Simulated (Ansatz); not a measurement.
Consider the formal exchange of groups at the Si–C bond: `C/C([SiH3])=C\O` + `C[Se][AlH2]` → `[AlH2][Se][SiH3]` + `CC(C)=CO`.

Gas-phase electronic energies from Ansatz, PBE0-D4/def2-TZVP geometries. CCSD(T)/CBS adds triple-zeta CCSD(T) − MP2 to the extrapolated MP2 energy (def2 sets, frozen cores). DFT in def2-TZVPP. For Se outer-core shells are correlated without core-valence functions, which leaves a few kJ/mol of doubt a bond. Scalar relativity is left out up to krypton. Each species was taken in one conformer, which may not be the lowest.

`C/C([SiH3])=C\O`:

Z-matrix (Å, degrees):
```
C
C 1 1.501
H 1 1.095 2 111.0
H 1 1.090 2 111.8 3 -120.8
H 1 1.095 2 111.0 3 118.5
Si 2 1.850 1 120.2 3 -60.0
C 2 1.334 1 122.1 3 120.0
H 6 1.489 2 109.6 1 -180.0
H 6 1.491 2 111.3 1 -59.5
H 6 1.490 2 111.3 1 59.5
O 7 1.357 2 122.8 1 0.0
H 7 1.088 2 121.8 1 180.0
H 11 0.959 7 109.5 2 179.9
```

`C[Se][AlH2]`:

Cartesian coordinates in Å:
```
C 1.354 -0.033 0.507
Se 0.403 -0.945 -0.950
Al -1.677 -0.003 -0.680
H 2.186 0.518 0.076
H 1.725 -0.789 1.196
H 0.687 0.650 1.029
H -1.851 1.053 0.490
H -2.827 -0.450 -1.667
```

`[AlH2][Se][SiH3]`:

```xyz
8

Al    0.941   -1.302    1.035
Se   -0.519   -1.331   -0.756
Si   -0.760    0.939   -0.845
H     1.342    0.099    1.652
H     1.475   -2.691    1.564
H    -1.694    1.219   -1.963
H     0.541    1.602   -1.108
H    -1.328    1.465    0.421
```

`CC(C)=CO`:

```xyz
13

C    -0.198    1.104   -0.940
C     0.031   -0.075   -0.053
C     0.510   -1.335   -0.697
C    -0.177   -0.029    1.259
O    -0.614    1.097    1.899
H    -0.547    1.971   -0.381
H     0.723    1.380   -1.465
H    -0.940    0.871   -1.712
H    -0.199   -1.685   -1.455
H     0.648   -2.137    0.031
H     1.465   -1.177   -1.210
H    -0.004   -0.898    1.888
H    -0.697    0.913    2.835
```

```tsv
species	r2SCANh-D4 energy (Eh)
`C/C([SiH3])=C\O`	-483.76405
`C[Se][AlH2]`	-2685.07129
`[AlH2][Se][SiH3]`	-2936.47329
`CC(C)=CO`	-232.39252
```

(1) Work out ΔE.

Largest T1 diagnostic among the species: 0.012.

Results:

(1) ΔE = (-2936.47329) + (-232.39252) − (-483.76405) − (-2685.07129) = -0.03047 Eh = -19.1 kcal/mol. CCSD(T)/CBS gives -19.1 kcal/mol.

At CCSD(T), def2-SVP lies −1.6 kcal/mol from the extrapolated value and def2-TZVPP +1.0 kcal/mol. Leaving LDA and LC-ωPBE aside and taking each functional with its dispersion term where it has one, the values, not all of them listed here, spread over 3.7 kcal/mol, from r2SCAN0-D4 to BLYP-D4. LDA lies −1.3 kcal/mol from PBE without D4. From r2SCAN to r2SCAN0 (25 % exact exchange), in def2-TZVPP and without D4, ΔE moves by −1.1 kcal/mol.
